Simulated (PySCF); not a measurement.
C3H7FSi.
Atom-mapped SMILES: `[CH3:1][Si@@H:2]1[CH2:3][C@@H:4]1[F:5]` (hydrogens: H6, H7, H8 on C1; H9 on Si2; H10, H11 on C3; H12 on C4)

The closed-shell ground state was solved at several levels (PySCF, density fitting, gas phase, non-relativistic). Isolated species at its PBE0-D3(BJ)/def2-SVP geometry, gas phase.

| level | basis functions | HOMO (eV) | LUMO (eV) | gap (eV) | dipole (D) |
| --- | --- | --- | --- | --- | --- |
| CAM-B3LYP/def2-SVPD | 163 | -8.12 | 1.12 | 9.24 | 1.97 |
| PBE0/pcSseg-1 | 127 | -6.75 | 0.68 | 7.43 | 1.72 |

Task: What might PBE/pcSseg-2 (285 basis functions) give for the same quantities?

Result: HOMO -5.54 eV, LUMO -0.48 eV, gap 5.06 eV, dipole 1.57 D.

Task: Over all these levels, which gives the widest orbital gap and which the narrowest?

Result: CAM-B3LYP/def2-SVPD (range-separated hybrid) has the widest, 9.24 eV, and PBE/pcSseg-2 (GGA) the narrowest, 5.06 eV. Functional and basis both differ between the two, so the spread mixes both effects.

Task: How far do the dipole and the HOMO energy spread over the levels?

Result: The dipole runs from 1.57 to 1.97 D (mean 1.76 D) and the HOMO from -8.12 to -5.54 eV.
